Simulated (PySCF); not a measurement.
F, charge -1, singlet (in this run its highest filled SCF level lies above zero, so its values depend strongly on the basis, on diffuse functions most of all); PySCF with CAMB3LYP/6-31G.

Here is a job for PySCF.
```python
from pyscf import gto, scf, dft

mol = gto.Mole()
mol.atom = '''
    F     0.00000000    0.00000000    0.00000000
'''
mol.basis = '6-31g'
mol.charge = -1
mol.verbose = 4
mol.build()

mf = dft.RKS(mol)
mf.xc = 'camb3lyp'
mf.kernel()
```

### Question
Write the output that PySCF gives for this input, abridged.

### Answer

```
PySCF version 2.14.0

[INPUT] verbose = 4
[INPUT] num. atoms = 1
[INPUT] num. electrons = 10
[INPUT] charge = -1
[INPUT] spin (= nelec alpha-beta = 2S) = 0
[INPUT] symmetry False subgroup None
[INPUT] Mole.unit = angstrom
[INPUT] Symbol           X                Y                Z      unit          X                Y                Z       unit  Magmom
[INPUT]  1 F      0.000000000000   0.000000000000   0.000000000000 AA    0.000000000000   0.000000000000   0.000000000000 Bohr   0.0

nuclear repulsion = 0
number of shells = 5
number of NR pGTOs = 22
number of NR cGTOs = 9
basis = 6-31g
ecp = {}

******** <class 'pyscf.dft.rks.RKS'> ********
method = RKS
initial guess = minao
damping factor = 0
level_shift factor = 0
DIIS = <class 'pyscf.scf.diis.CDIIS'>
diis_start_cycle = 1
diis_space = 8
diis_damp = 0
SCF conv_tol = 1e-09
SCF conv_tol_grad = None
SCF max_cycles = 50
direct_scf = True
direct_scf_tol = 1e-13
XC library pyscf.dft.libxc version 7.1.2
    S. Lehtola, C. Steigemann, M. J. T. Oliveira, and M. A. L. Marques,  SoftwareX 7, 1–5 (2018)
XC functionals = camb3lyp
    T. Yanai, D. P. Tew, and N. C. Handy,  Chem. Phys. Lett. 393, 51 (2004)
radial grids:
    Treutler-Ahlrichs [JCP 102, 346 (1995); DOI:10.1063/1.469408] (M4) radial grids

becke partition: Becke, JCP 88, 2547 (1988); DOI:10.1063/1.454033
pruning grids: <function nwchem_prune>
grids dens level: 3
symmetrized grids: False
atomic radii adjust function: <function treutler_atomic_radii_adjust>
small_rho_cutoff = 0
Set gradient conv threshold to 3.16228e-05
Initial guess from minao.
tot grids = 14264
init E= -99.5253559459569
  HOMO = -0.51333178479945  LUMO = 1.17020759959287  gap/eV = 45.81144
cycle= 1 E= -99.6047943451342  delta_E= -0.0794  |g|= 0.921  |ddm|= 0.435
  HOMO = 0.296467344447797  LUMO = 1.93073473905654  gap/eV = 44.47068
cycle= 2 E= -99.6089130308546  delta_E= -0.00412  |g|= 0.923  |ddm|= 0.921
  HOMO = 0.100080841241613  LUMO = 1.74312177877283  gap/eV = 44.70942
cycle= 3 E= -99.7287027431503  delta_E= -0.12  |g|= 0.00712  |ddm|= 0.452
  HOMO = 0.0981182162526082  LUMO = 1.74346695819282  gap/eV = 44.77222
cycle= 4 E= -99.7287097429608  delta_E= -7e-06  |g|= 0.000198  |ddm|= 0.00357
  HOMO = 0.0981754357106124  LUMO = 1.74343833483031  gap/eV = 44.76988
cycle= 5 E= -99.7287097481628  delta_E= -5.2e-09  |g|= 1.23e-05  |ddm|= 0.000105
  HOMO = 0.0981718664303292  LUMO = 1.7434412905238  gap/eV = 44.77006
cycle= 6 E= -99.728709748184  delta_E= -2.12e-11  |g|= 3.63e-08  |ddm|= 6.04e-06
  HOMO = 0.0981718831830175  LUMO = 1.74344130205355  gap/eV = 44.77006
Extra cycle  E= -99.728709748184  delta_E= 2.84e-14  |g|= 3.51e-08  |ddm|= 3.54e-08
converged SCF energy = -99.728709748184
```
